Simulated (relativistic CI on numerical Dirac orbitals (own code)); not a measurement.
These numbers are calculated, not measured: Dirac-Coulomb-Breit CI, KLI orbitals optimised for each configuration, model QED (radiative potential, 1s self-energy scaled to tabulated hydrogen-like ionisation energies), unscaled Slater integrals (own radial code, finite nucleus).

The strongest absorption lines from the ground level of an ion, among the configurations computed and to levels below about 2660 eV (vacuum wavelength in nm, gf): 0.59641 (0.00053), 0.88006 (0.00038), 1.4067 (1), 1.5349 (0.16).

(1) Which ion is it?
A. Pb⁶⁸⁺
B. Ra⁷⁴⁺
C. Pb⁶⁶⁺
D. Yb⁵⁶⁺

## Answers

(1) A. Pb⁶⁸⁺ has 14 electrons and the ground level 3s2.3p2 3P_0; the strongest line goes to 3s2.3p.3d 3D°_1. The pattern of lines fixes the number of electrons, and along that sequence the line energies rise steadily with the charge (about as its square where n changes within one kind of shell, about linearly where n is kept but much faster in heavy ions where fine structure, which grows about as Z⁴, sets the gap, and irregularly where shells cross), which fixes Z. Configurations outside the model, such as inner-shell arrays, can give stronger lines. At this charge energies of transitions that change n are usually good to better than 1 %, and those within a shell (Δn = 0) to a few per cent.

LS names give the leading component of a level, which can be under half, so a name can repeat, a term be missing and a line seem to break the LS rules.
